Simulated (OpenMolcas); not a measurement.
Ru4+ (d4) in a complex was computed by SS-CASPT2, IPEA 0.25 Eh, imaginary shift 0.1 Eh with the d shell active (OpenMolcas, ANO-RCC-VDZP on the metal). Its lowest spin-free states, and all those of the highest spin:

```json
{"2S+1": "3", "Degeneracy": "3", "E (cm-1)": "0"}
{"2S+1": "1", "Degeneracy": "3", "E (cm-1)": "6070"}
{"2S+1": "1", "Degeneracy": "2", "E (cm-1)": "6310"}
{"2S+1": "5", "Degeneracy": "2", "E (cm-1)": "9770"}
{"2S+1": "1", "Degeneracy": "1", "E (cm-1)": "12570"}
{"2S+1": "3", "Degeneracy": "2", "E (cm-1)": "19930"}
{"2S+1": "3", "Degeneracy": "3", "E (cm-1)": "20850"}
{"2S+1": "3", "Degeneracy": "3", "E (cm-1)": "21280"}
{"2S+1": "3", "Degeneracy": "1", "E (cm-1)": "22720"}
{"2S+1": "3", "Degeneracy": "1", "E (cm-1)": "23660"}
{"2S+1": "3", "Degeneracy": "2", "E (cm-1)": "24660"}
{"2S+1": "1", "Degeneracy": "3", "E (cm-1)": "25140"}
{"2S+1": "5", "Degeneracy": "3", "E (cm-1)": "36230"}
```

Task: Is the site octahedral, tetrahedral or cube-like, axial, or of lower symmetry?

Result: The states with 2S+1 = 5 have orbital degeneracies 2, 3. Threefold states need a cubic site. For d4 at this spin an octahedron puts the twofold E below the threefold T2 and a tetrahedron or cube puts the threefold T2 below the twofold E, so the site is octahedral. The first gap at this spin, 26500 cm-1, is |10Dq| in ligand-field theory. The run had Ru4+ with 6 ligands (water) in octahedral coordination (Th) at 2.1 Å. Ligand basis ANO-RCC-VDZP.

Roots that are degenerate in the reference are averaged as groups; the widest CASPT2 spread within a group is 800 cm-1 (the 3-fold group of multiplicity 1 near 77000 cm-1 above the lowest state of its run). Shifts and gaps below about the spread of the groups concerned are not significant. Over all roots computed the reference weight is 0.65 to 0.68; a low but even weight reflects the number of correlated electrons. An orbital triplet at a regular site is open to Jahn-Teller coupling, which can distort the site and quench the lowest spin-orbit gaps and is left out. This shell can be high or low spin here, a state of another spin lies low, and with metal d orbitals alone active their balance is uncertain, so the ground spin may be wrong, although the usual error favours high spin. The least metal-like active orbital is 75 % on the metal (Löwdin) and no ligand orbital is active, so the numbers are rough. Ligand-to-metal charge-transfer states are missing. These CASPT2 states fit no ligand-field parameters well, so their order and spin gaps are uncertain. With no ligand orbital active B as a rule stays too high, so bands that hang on it stand too high and its fall with covalency is understated. With one d shell and no ligand orbital active, 10Dq can be off by a tenth or more. The distance lies 6 % over the 1.98 Å that this model takes as the normal distance (a Shannon-type radius plus a fixed donor radius); by an R⁻⁵ law this alone changes a d-shell field by about -25 %. No measured value stands beside these numbers; the geometry is a model, was not optimised and need not be the one that this ion takes.
